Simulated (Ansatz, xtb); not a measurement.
Species: C3H5O (charge -1, singlet). It need not be the lowest isomer of its formula. Whether it binds its extra electron was not tested at this geometry. SMILES: C=[C-]CO
Structure (B3LYP-D3(BJ)/def2-TZVP (Ansatz, a program for electronic structure) minimum search):
```xyz
9

C      1.7884    -0.2458    -0.4593
C      0.6848    -0.2661     0.2998
C     -0.5387     0.4148    -0.2257
O     -1.7151    -0.0128     0.5146
H      1.8599     0.2301    -1.4584
H      2.7245    -0.7111    -0.1397
H     -0.7442     0.2096    -1.2924
H     -0.4499     1.5081    -0.1122
H     -1.2767    -0.5512     1.1974
```
Charge -1, spin multiplicity 1.

Harmonic wavenumbers from GFN2-xTB (xtb, at its own minimum), cm⁻¹: 42, 275, 342, 458, 627, 833, 856, 940, 978, 1071, 1170, 1202, 1299, 1463, 1470, 1588, 2456, 2683, 2738, 2862, 3378.

**Question.** Give the harmonic wavenumbers at B3LYP-D3(BJ)/def2-TZVP (Ansatz, finite differences of forces, unscaled).

**Answer.** 62, 303, 471, 499, 654, 834, 879, 970, 999, 1104, 1201, 1246, 1382, 1433, 1475, 1594, 2830, 2875, 2908, 3021, 3594 cm⁻¹. Zero-point energy 43.4 kcal/mol.

**Question.** From these and the geometry, give the ideal-gas thermochemistry at 298.15 K and 1 atm (rigid rotor, harmonic oscillator).

**Answer.** Point group C1, rotational symmetry number 1. Rotational constants 36.37, 4.333, 3.999 GHz. S(trans) 38.05, S(rot) 23.75, S(vib) 8.28, S(elec, spin only) 0.00, S 70.1 cal/(mol K). H(298) - H(0) 3.70 kcal/mol; G - E(el) 26.2 kcal/mol.
